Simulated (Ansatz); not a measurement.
Reactions of C2H7AlSi2, SMILES `C#C[SiH2][AlH][SiH3]`.

Calculated with Ansatz (gas phase, PBE0-D4/def2-TZVP geometries, no zero-point term in ΔE). CBS: MP2 limit from def2 TZ/QZ plus the TZ coupled-cluster correction, frozen cores. This one scheme is used for every species. DFT in def2-TZVPP. One conformer a species, not always the lowest.

| reaction | PBE-D4 (kJ/mol) | CCSD(T)/CBS(def2) (kJ/mol) |
| --- | --- | --- |
| `C#C[SiH2][AlH][SiH3]` + `O[SiH3]` → `O[SiH2][SiH3]` + `C#C[SiH2][AlH2]` | 45 | 31 |
| `C#C[SiH2][AlH][SiH3]` + `BO[SiH2]N` → `BO[SiH](N)[SiH3]` + `C#C[SiH2][AlH2]` | 46 | 31 |
| `C#C[SiH2][AlH][SiH3]` + `ClC[SiH2]Cl` → `C#C[SiH2][AlH][Cl]` + `[SiH3][SiH2]CCl` | -30 | -49 |
| `C#C[SiH2][AlH][SiH3]` + `O[SiH3]` → `O[SiH2][AlH][SiH3]` + `C#C[SiH3]` | 42 | 28 |
| `C#C[SiH2][AlH][SiH3]` + `CCBS` → `CCBS[SiH3]` + `C#C[SiH2][AlH2]` | 4 | -27 |

Largest T1 diagnostic: 0.015, for `C#C[SiH2][AlH][SiH3]`.
